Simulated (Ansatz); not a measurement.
Cost and result for the atomization energy of C2H9AlOSi (`CO[CH2][AlH][SiH3]`) (14 atoms, 13 bonds).

```xyz
14

C    -1.566   -0.612   -0.930
O    -1.722    0.143    0.231
C    -0.978   -0.392    1.314
Al    0.984   -0.101    1.180
Si    1.958    1.150   -0.698
H    -2.121   -0.121   -1.730
H    -1.945   -1.636   -0.803
H    -0.505   -0.681   -1.233
H    -1.243   -1.450    1.482
H    -1.322    0.134    2.215
H     1.902   -0.651    2.361
H     2.604    0.195   -1.649
H     3.016    2.110   -0.268
H     0.938    1.912   -1.472
```

Charge 0, multiplicity 1. All single points use the PBE0-D4/def2-TZVP geometry. It is one conformer, not always the lowest. Program: Ansatz. All runs use 4 threads of an Arm Neoverse V2 on a shared host. Times are those of one run each, without the atoms' runs, and a repeat can differ threefold. Electronic energies, without spin–orbit coupling; frozen cores. CCSD(T)/CBS adds CCSD(T) − MP2 in def2-TZVPP to the MP2 limit, and its time is that of the two runs behind it. T1 = 0.012. B3LYP takes the VWN-RPA correlation (the form of Gaussian; ORCA's B3LYP/G).

CCSD(T)/CBS is a level of theory with its own doubt, some kJ/mol a heavy atom from the limit and from the frozen cores, so smaller differences don't rank the functionals.

| level | functions | wall time | atomization (kJ/mol) | difference from CCSD(T)/CBS | per bond |
| --- | --- | --- | --- | --- | --- |
| PBE-D4/def2-TZVPP (with forces) | 303 | 3.6 s | 4665.8 | 37.2 | 2.9 |
| PBE0-D4/def2-TZVPP | 303 | 4.6 s | 4608.6 | -20.0 | -1.5 |
| r2SCAN-D4/def2-TZVPP (with forces) | 303 | 7 s | 4634.0 | 5.4 | 0.4 |
| B3LYP-D4/def2-TZVPP (with forces) | 303 | 7.5 s | 4623.4 | -5.2 | -0.4 |
| B2PLYP/def2-TZVPP | 303 | 8 s | 4563.3 | -65.3 | -5.0 |
| ωB97X-V/def2-TZVPP | 303 | 12 s | 4648.8 | 20.2 | 1.6 |
| ωB97M-V/def2-TZVPP (with forces) | 303 | 17 s | 4631.3 | 2.7 | 0.2 |
| MP2/def2-QZVPP | 581 | 36 s | 4599.1 | -29.5 | -2.3 |
| CCSD(T)/def2-TZVPP | 303 | 18 min | 4515.7 | -112.9 | -8.7 |
| CCSD(T)/CBS(def2) | – | 18 min | 4628.6 | 0.0 | 0.0 |

In def2-TZVPP, CCSD(T) changes the Hartree–Fock value by +1111.1 kJ/mol (the triples alone add +55.8 kJ/mol) and MP2 by +1127.7 kJ/mol; breaking electron pairs costs correlation energy, which Hartree–Fock lacks. The D4 term adds +44.0 kJ/mol with B3LYP and +23.6 kJ/mol with PBE0; it sums over pairs of atoms, weighted by their polarisabilities, and B3LYP, whose exchange is more repulsive, gets the larger term. From PBE to PBE0 (25 % exact exchange), in def2-TZVPP and without D4, the atomization energy moves by −53.3 kJ/mol: exact exchange takes away binding that semilocal exchange gives to molecules.
